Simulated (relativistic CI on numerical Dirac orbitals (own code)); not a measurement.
**Crystal-field levels of W2+, 5d4**

Calculated by Dirac-Coulomb-Breit CI, KLI orbitals optimised for each configuration, model QED (radiative potential, 1s self-energy scaled to tabulated hydrogen-like ionisation energies), valence Slater integrals scaled by 0.65, one configuration in a parametric crystal field (own radial code).

Field parameters in Wybourne normalisation: D3d B²₀ = −7Dσ, B⁴₀ = −14Dq − 21Dτ, B⁴₃ = −14√(10/7) Dq. The field is a parameter set, without covalency.

S and J are read from ⟨S²⟩ = S(S + 1) and ⟨J²⟩ = J(J + 1) of each level; they are not fictitious spins.

D3d, 10Dq = 29950, Dσ = -1200, Dτ = -310 cm⁻¹, the lowest 16 levels:

| E (cm⁻¹) | Degeneracy | Irrep | S | J |
| --- | --- | --- | --- | --- |
| 0.0 | 1 | A1 | 0.93 | 4.07 |
| 1370 | 1 | A2 | 1.02 | 4.10 |
| 2162 | 2 | E | 1.00 | 3.96 |
| 3425 | 2 | E | 0.99 | 3.80 |
| 5030 | 1 | A1 | 0.35 | 4.32 |
| 7106 | 2 | E | 0.78 | 4.03 |
| 8293 | 1 | A1 | 0.93 | 3.89 |
| 9738 | 2 | E | 0.53 | 4.29 |
| 13904 | 2 | E | 0.10 | 4.51 |
| 20211 | 1 | A1 | 0.22 | 3.84 |
| 21594 | 1 | A2 | 1.98 | 2.97 |
| 21627 | 2 | E | 1.97 | 2.93 |
| 21667 | 1 | A1 | 1.95 | 2.95 |
| 21699 | 2 | E | 1.96 | 2.92 |
| 21725 | 2 | E | 1.95 | 2.89 |
| 21820 | 1 | A2 | 1.96 | 2.94 |

D3d, 10Dq = 29950, Dσ = -980, Dτ = -310 cm⁻¹, the lowest 10 levels:

```json
{"E (cm⁻¹)": "0.0", "Degeneracy": "1", "Irrep": "A1", "S": "0.94", "J": "4.07"}
{"E (cm⁻¹)": "1362", "Degeneracy": "1", "Irrep": "A2", "S": "1.02", "J": "4.10"}
{"E (cm⁻¹)": "2120", "Degeneracy": "2", "Irrep": "E", "S": "1.00", "J": "3.97"}
{"E (cm⁻¹)": "3352", "Degeneracy": "2", "Irrep": "E", "S": "0.99", "J": "3.81"}
{"E (cm⁻¹)": "5151", "Degeneracy": "1", "Irrep": "A1", "S": "0.42", "J": "4.31"}
{"E (cm⁻¹)": "6652", "Degeneracy": "2", "Irrep": "E", "S": "0.83", "J": "3.99"}
{"E (cm⁻¹)": "7926", "Degeneracy": "1", "Irrep": "A1", "S": "0.88", "J": "3.93"}
{"E (cm⁻¹)": "9528", "Degeneracy": "2", "Irrep": "E", "S": "0.45", "J": "4.33"}
{"E (cm⁻¹)": "13340", "Degeneracy": "2", "Irrep": "E", "S": "0.10", "J": "4.49"}
{"E (cm⁻¹)": "19736", "Degeneracy": "1", "Irrep": "A1", "S": "0.20", "J": "3.84"}
```

D3d, 10Dq = 29950, Dσ = -760, Dτ = -310 cm⁻¹, the lowest 16 levels:

```
E (cm⁻¹)  Degeneracy  Irrep     S     J
     0.0           1     A1  0.95  4.07
    1370           1     A2  1.02  4.09
    2088           2      E  1.00  3.98
    3292           2      E  0.99  3.81
    5182           1     A1  0.52  4.27
    6185           2      E  0.88  3.96
    7684           1     A1  0.79  4.00
    9371           2      E  0.38  4.37
   12798           2      E  0.11  4.47
   19290           1     A1  0.19  3.84
   21153           1     A2  1.98  3.00
   21182           2      E  1.97  2.94
   21203           1     A1  1.97  2.96
   21236           2      E  1.97  2.92
   21278           2      E  1.95  2.89
   21302           1     A2  1.96  2.89
```

D3d, 10Dq = 29950, Dσ = -550, Dτ = -310 cm⁻¹, the lowest 16 levels:

```tsv
E (cm⁻¹)	Degeneracy	Irrep	S	J
0.0	1	A1	0.96	4.07
1392	1	A2	1.02	4.08
2065	2	E	1.01	3.99
3246	2	E	0.99	3.82
5104	1	A1	0.64	4.20
5738	2	E	0.90	3.93
7592	1	A1	0.67	4.09
9260	2	E	0.33	4.40
12302	2	E	0.11	4.45
18894	1	A1	0.18	3.84
20969	1	A2	1.98	3.01
21001	2	E	1.97	2.94
21003	1	A1	1.97	2.96
21047	2	E	1.97	2.91
21094	1	A2	1.96	2.88
21102	2	E	1.96	2.90
```

D3d, 10Dq = 29950, Dσ = -330, Dτ = -310 cm⁻¹, the lowest 16 levels:

| E (cm⁻¹) | Degeneracy | Irrep | S | J |
| --- | --- | --- | --- | --- |
| 0.0 | 1 | A1 | 0.97 | 4.07 |
| 1431 | 1 | A2 | 1.02 | 4.08 |
| 2047 | 2 | E | 1.01 | 4.00 |
| 3211 | 2 | E | 0.98 | 3.83 |
| 4921 | 1 | A1 | 0.75 | 4.12 |
| 5281 | 2 | E | 0.92 | 3.91 |
| 7633 | 1 | A1 | 0.55 | 4.20 |
| 9179 | 2 | E | 0.29 | 4.42 |
| 11807 | 2 | E | 0.12 | 4.43 |
| 18513 | 1 | A1 | 0.17 | 3.83 |
| 20790 | 1 | A2 | 1.98 | 3.00 |
| 20810 | 1 | A1 | 1.97 | 2.94 |
| 20832 | 2 | E | 1.97 | 2.94 |
| 20876 | 2 | E | 1.97 | 2.91 |
| 20910 | 1 | A2 | 1.97 | 2.88 |
| 20942 | 2 | E | 1.96 | 2.91 |

Levels of this model without a field, named by their leading LS term (the scale mimics covalency, so terms lie below those of the real free ion): 5D_0 0, 5D_1 1619, 5D_2 3330, 5D_3 4881, 5D_4 6190, 3P_0 10284, 3H_4 11065, 3G_3 13449 cm⁻¹.
